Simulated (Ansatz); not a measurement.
Start from `C=C(N)O` and change one atom or group to get `BOC(=C)N`.

Ansatz, PBE0-D4/def2-TZVP geometries, multiplicity 1. Each molecule was computed in one conformer, which needn't be the lowest.

```tsv
property	`C=C(N)O`
LUMO energy (PBE0/def2-TZVPP) / eV	0.88
HOMO energy (ωB97M-V/def2-TZVPP) / eV	-8.10
HOMO energy (PBE0/def2-TZVPP) / eV	-5.86
LUMO energy (B3LYP/def2-TZVPP) / eV	0.50
HOMO energy (B3LYP/def2-TZVPP) / eV	-5.66
HOMO energy (PBE/def2-TZVPP) / eV	-4.66
```

**Question.** Give the same properties after the change, and the shifts. (An estimate is asked.)

**Answer.** Computed: 
```csv
property,`BOC(=C)N`,shift
LUMO energy (PBE0/def2-TZVPP) / eV,-0.87,-1.75
HOMO energy (ωB97M-V/def2-TZVPP) / eV,-8.51,-0.41
HOMO energy (PBE0/def2-TZVPP) / eV,-6.32,-0.46
LUMO energy (B3LYP/def2-TZVPP) / eV,-1.11,-1.61
HOMO energy (B3LYP/def2-TZVPP) / eV,-6.12,-0.46
HOMO energy (PBE/def2-TZVPP) / eV,-5.24,-0.58
```

With PBE0 the HOMO falls by 0.46 eV and the LUMO falls by 1.75 eV, so the gap narrows by about 1.29 eV. PBE moves the HOMO by -0.58 eV and ωB97M-V by -0.41 eV.

B3LYP here is the variant with VWN-RPA as its local correlation; programs differ in this.
